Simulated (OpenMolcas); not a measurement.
# Pt3+: moving or changing the point charges

Pt3+ among 6 point charges of -1.7 e arranged as an octahedron (Oh), 2.22 Å from the ion.
```
   2.2200    0.0000    0.0000  -1.70
   0.0000    2.2200    0.0000  -1.70
  -2.2200    0.0000    0.0000  -1.70
   0.0000   -2.2200    0.0000  -1.70
   0.0000    0.0000    2.2200  -1.70
   0.0000    0.0000   -2.2200  -1.70
```

```yaml
Program: OpenMolcas
Method: "SS-CASPT2, IPEA 0.25 Eh, imaginary shift 0.1 Eh (closed shells correlated: 5s 5p)"
Basis: ANO-RCC-VDZP [7s6p4d2f]
Scalar_Hamiltonian: DKH2, point nucleus
Active_space: 7 electrons in 5 orbitals (5d)
State_averaging: 2S+1 = 4 even, 10 roots; 2S+1 = 2 even, 40 roots
Spin-orbit_coupling: RASSI with atomic mean-field integrals over the reference wave functions
```

Runs around this geometry, states (labels of O, the rotations of Oh). Energies in cm-1 above the lowest state or level, χT in cm3 K/mol; under a threefold ground state the first gap can be a small split of the lowest multiplet, not the spin-orbit step; 10Dq and B are least-squares fits to the states below 45000 cm-1, weighted by degeneracy, with a free offset, and given where the rms deviation is under 5 % of |10Dq| (or 100 cm-1) and under 700 cm-1.

| R (Å) | q (e) | Ground state | First state of that spin | 10Dq | B (rms of fit) | First gap with spin-orbit (degeneracies) | χT at 300 K | First state of another spin |
| --- | --- | --- | --- | --- | --- | --- | --- | --- |
| 2.22 | -1.1 | 4T1 | 4T2 3440 |  |  | 660 (2, 4) | 3.861 | 2E 12350 |
| 2.04 | -1.7 | 4T1 | 4T2 8480 | 9206 | 758 (394) | 940 (2, 4) | 3.285 | 2E 7900 |
| 2.22 | -1.7 | 4T1 | 4T2 5620 |  |  | 880 (2, 4) | 3.487 | 2E 10570 |
| 2.46 | -1.7 | 4T1 | 4T2 3550 |  |  | 690 (2, 4) | 3.813 | 2E 12500 |

Taking the first state of the same spin as R^-n, n = -ln(3550 / 8480) / ln(2.46 / 2.04) = 4.7 between the shortest and longest distance.

Scaling the charges by -1.1 / -1.7 = 0.65 scales the first state of the same spin by 3440 / 5620 = 0.61; with fixed orbitals a first-order splitting would follow the charge.

Roots that are degenerate in the reference are averaged as groups; the widest CASPT2 spread within a group is 210 cm-1 (the 3-fold group of multiplicity 4 near 3550 cm-1 above the lowest state of its run, R = 2.46, q = -1.7). Shifts and gaps below about the spread of the groups concerned are not significant. An orbital triplet at a regular site is open to Jahn-Teller coupling, which can distort the site and quench the lowest spin-orbit gaps and is left out. This shell can be high or low spin here, a state of another spin lies low, and with metal d orbitals alone active their balance is uncertain, so the ground spin may be wrong. Point charges give a weaker field than real ligands, and real ions of this kind are as a rule low spin; the high spin found here belongs to the model. Free-ion shares, where given, are those of the reference states; single-state CASPT2 does not remix them. This field is weak: 10Dq is about 4015 cm-1, while octahedral complexes of 5d ions of charge 3 and more, computed by the same method with explicit ligands, had a median near 35000 cm-1. Ground spin and moment need not be those of a real site (figures for R = 2.22, q = -1.1; the like holds for R = 2.04, q = -1.7, R = 2.22, q = -1.7, R = 2.46, q = -1.7). This is an electrostatic model: the charges have no orbitals. No measured value stands beside these numbers.
